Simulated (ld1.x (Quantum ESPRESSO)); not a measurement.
**What one change does to a pseudopotential (chromium (Cr), PAW)**

```json
{
  "Element": "chromium",
  "Generator": "ld1.x (Quantum ESPRESSO) 7.5",
  "Type": "PAW",
  "Functional": "LDA (PZ)",
  "Relativity": "scalar-relativistic",
  "Frozen core": "[Ar]",
  "Valence charge": "6",
  "Reference configuration": "3d5 4s0 4p1",
  "Partial waves": "4s (bound, empty): rcut 2.10, rcutus 2.35 bohr; 4s channel at 0.1 Ry: rcut 2.10, rcutus 2.35 bohr; 4p (bound): rcut 3.20, rcutus 4.00 bohr; 4p channel at 1.65 Ry: rcut 3.20, rcutus 4.00 bohr; 3d (bound): rcut 1.00, rcutus 1.40 bohr; 3d channel at 3.05 Ry: rcut 1.00, rcutus 1.40 bohr",
  "Local potential": "all-electron potential smoothed inside 1.30 bohr (lloc = -1)",
  "Core correction": "a·sin(br)/r model core inside 1.20 bohr",
  "Augmentation charge": "BESSEL, radius 1.15 bohr"
}
```

Change: all radii but the core radius scaled by about 1.26 (s 2.96, p 5.02, d 1.76 bohr, rcut 2.64/4.02/1.26); local potential all-electron potential smoothed inside 1.64 bohr (lloc = -1); augmentation BESSEL, radius 1.44 bohr.

Cutoffs: the cutoffs (Ry, on a coarse ladder) from which the occupation-weighted sum of valence levels, in a spherical-Bessel basis at the reference potential, stays within 10 and 1 mRy of its value at 400 Ry; they do not see the model core or the augmentation charge, which bear on the density cutoff. Errors are all-electron minus pseudo energies relative to the spin-unpolarised reference configuration.

**Question.** How do hardness, ghosts and transferability respond?

**Answer.** The potential gets softer (50 Ry and 90 Ry → 35 Ry and 50 Ry); both files keep a bound ghost (s); of the 9 tests that both files solve, the error grows in 3 and shrinks in 3 by more than 15 % and 0.3 meV (median size 11.1 → 10.7 meV). A larger radius leaves more room for a smooth pseudo-wave, so fewer plane waves are needed.

| quantity | base | changed |
| --- | --- | --- |
| cutoff, loose | 50 Ry | 35 Ry |
| cutoff, tight | 90 Ry | 50 Ry |
| loose cutoff by channel (10 mRy a level) | p 6 Ry, d 40 Ry | p 6 Ry, d 30 Ry |
| bound ghosts | s | s |
| error for 3d5 4s1 4p0, meV [ΔE -3.20 eV] | -1.6 | -1.1 |
| error for 3d5 4s0 4p0, meV [ΔE 3.94 eV] | +6.6 | -1.8 |
| error for 3d4 4s0 4p0, meV [ΔE 20.28 eV] | -93 | -109 |
| error for 3d5 4s0.5 4p0, meV [ΔE -0.39 eV] | +2.8 | +0.1 |
| error for 3d4 4s1 4p0, meV [ΔE 5.05 eV] | -83 | -119 |
| error for 3d4 4s1 4p1, meV [ΔE 0.41 eV] | -86 | -115 |
| error for 3d3 4s0 4p0, meV [ΔE 51.31 eV] | -937 | -942 |
| error for 3d5 4s0 4p1 (spin-polarised), meV [ΔE -4.72 eV] | -11 | -11 |
| error for 3d5 4s1 4p0 (spin-polarised), meV [ΔE -8.12 eV] | -6.5 | -7.2 |
| lowest overlap eigenvalue by channel | s 0.41, p 0.68, d 0.54 | s 0.24, p 0.81, d 0.90 |

 A true bound ghost makes a file unfit for plane-wave use even where its test errors are small: the radial tests pick states by their node count and pass the ghost by.
